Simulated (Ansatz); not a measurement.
Program: Ansatz. Geometries: PBE0-D4/def2-TZVP. ΔE: electronic, gas phase. CCSD(T)/CBS is the MP2 limit (def2-TZVPP, def2-QZVPP) plus CCSD(T) − MP2 in def2-TZVPP, frozen cores. Functionals use def2-TZVPP. One conformer a species, not always the lowest.

Consider the redistribution: `F[SiH2]N[SiH2]Cl` + `O[SiH2]N[SiH](O)O` → `O[SiH](O)N[SiH2]F` + `O[SiH2]N[SiH2]Cl`.

Is it downhill or uphill in electronic energy at CCSD(T)/CBS, and by how much? (An estimate is asked.)

Computed: Nearly level: ΔE = +2.3 kJ/mol.

What do these levels give: PBE-D4, ωB97X-V, r2SCAN, PBE0, HF/def2-TZVPP, MP2/def2-TZVPP, SCS-MP2/def2-TZVPP, CCSD/def2-TZVPP, CCSD(T)/def2-TZVPP, SCS-MP2/def2-QZVPP, HF/CBS(def2), MP2/CBS(def2)? (Best estimate.)

The calculation gave: PBE-D4 3.6, ωB97X-V 2.8, r2SCAN 2.8, PBE0 2.5, HF/def2-TZVPP -0.5, MP2/def2-TZVPP 3.1, SCS-MP2/def2-TZVPP 2.3, CCSD/def2-TZVPP 2.5, CCSD(T)/def2-TZVPP 3.1, SCS-MP2/def2-QZVPP 1.8, HF/CBS(def2) -0.8, MP2/CBS(def2) 2.3 kJ/mol.

Largest T1 diagnostic among the species: 0.012.

In def2-TZVPP, CCSD(T) changes the Hartree–Fock value by +3.5 kJ/mol (the triples alone add +0.6 kJ/mol) and MP2 by +3.5 kJ/mol.
